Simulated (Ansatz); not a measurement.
AlH6N3, SMILES `[NH2][Al]([NH2])[NH2]`, relaxed with RKS PBE-D4/def2-SVP in Ansatz from a rough embedded geometry. The force threshold is 0.03 eV/Å; the program also tests the step.

Charge 0, multiplicity 1.

Start:

```xyz
10

N    -1.157   -1.429    0.020
Al    0.167   -0.135   -0.069
N     1.593   -0.392   -1.294
N     0.090    1.502    1.012
H    -2.116   -0.979   -0.146
H    -1.235   -1.764    1.069
H     2.207    0.524   -1.240
H     1.183   -0.334   -2.259
H     0.079    1.112    2.058
H    -0.810    1.896    0.848
```

Question: By how much does the energy fall, and how many steps does the optimiser take? (Best estimate.)

Answer: Ansatz gave: 1.39 eV, in 9 steps.

Question: Which bonds change most? (Estimate.)

Answer: Computed: Al2–N4 from 1.963 to 1.788 Å; Al2–N3 from 1.897 to 1.789 Å; N4–H9 from 1.116 to 1.021 Å; N1–H6 from 1.104 to 1.021 Å.

Question: Give the relaxed structure. (Estimate.)

Answer: Ansatz gave: 
```xyz
10

N    -1.152   -1.354    0.195
Al    0.000   -0.001   -0.001
N     1.285   -0.093   -1.242
N    -0.131    1.445    1.043
H    -2.061   -1.289    0.654
H    -0.987   -2.316   -0.107
H     2.150    0.449   -1.234
H     1.260   -0.689   -2.070
H    -0.621    1.482    1.938
H     0.255    2.365    0.823
```
